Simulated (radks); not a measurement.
The numbers below are computed, except where a source is named.
Numerical settings for neutral cadmium, [Kr] 4d10 5s2. Level of theory: Dirac Kohn-Sham, BLYP, spin-unpolarised, spherical densities, finite nucleus; Fermi nuclear charge, rms radius 4.6087 fm (a radial shooting solver on a logarithmic mesh with Libxc functionals). The defaults (mesh step 0.008 in ln r, mesh end at 40 bohr or more with all orbitals vanishing there, Anderson mixing 0.5 over 9 steps, residual threshold near 1e-9 with the energy settled to 1e-9 hartree or 1e-11 of itself, here a cap of 80 iterations) give E = -5596.5080 hartree and 5s1/2 at -5.650 eV in 16 iterations. Run on one thread of a shared host, so times are rough (Arm Neoverse V2): 0.11 s of CPU time, 0.11 s wall, 16 iterations on 2437 mesh points. Changes against that run (0 stands for a change within the tolerance of the run):

| setting | iterations | converged | E (mhartree) | e(5s1/2) (meV) | CPU (s) |
|---|---|---|---|---|---|
| mesh step in ln r 0.005 | 17 | yes | 0 | 0 | 0.18 |
| mesh step in ln r 0.02 | 15 | yes | 0 | 0 | 0.05 |
| mesh step in ln r 0.12 | 2 | no | diverged | - | 0.01 |
| mesh end (bohr) 5 | 14 | yes | +90.3 | +2.32e+03 | 0.09 |
| mesh end (bohr) 20 | 16 | yes | 0 | 0 | 0.11 |
| residual threshold 1e-13 | 80 | no | 0 | 0 | 0.29 |
| residual threshold 0.1 | 10 | yes | 0 | -0.0659 | 0.09 |
| mixing 2.5 | 23 | yes | 0 | 0 | 0.15 |
| linear mixing, mixing 0.05 | 80 | no | +0.0158 | -60.2 | 0.48 |
| linear mixing, mixing 1 | 18 | no | diverged | - | 0.4 |
| mixing history 20 | 21 | yes | 0 | 0 | 0.14 |
| iteration cap 5 | 5 | no | +0.194 | +81.5 | 0.05 |

Settings that end as converged yet miss the energy by more than 1 mhartree: mesh end (bohr) 5 (+0.0903 hartree). A mesh that ends early acts as a hard wall.
